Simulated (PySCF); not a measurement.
**Fe: excitation energy**

Fe [Ar] 3d6 4s2 (5D) → Fe [Ar] 3d6 4s1 4p1 (high-spin determinant), as a difference of total energies. All numbers are calculated (PySCF 2.14, the spin-free X2C one-electron Hamiltonian (Gaussian nucleus), in aug-cc-pVDZ-DK). Correlated levels: valence: [Ar] frozen. The calculations carry no spin-orbit coupling.

```
       method  excitation energy (eV)
          UHF                   1.297
          LDA                   2.720
         PBE0                   2.305
MP2 (valence)                   2.161
```

Estimate what SCS-MP2 (valence) gives.

2.427 eV, closest to PBE0 among the rows shown.

Estimate what PBE gives.

2.507 eV, closest to PBE0 among the rows shown.

A first-order spin-orbit estimate (lowest level to lowest level, LS coupling) adds 0.016 eV.

The determinant of the upper state mixes LS terms, which raises its energy above the lowest term, most at the Hartree-Fock and MP2 levels.
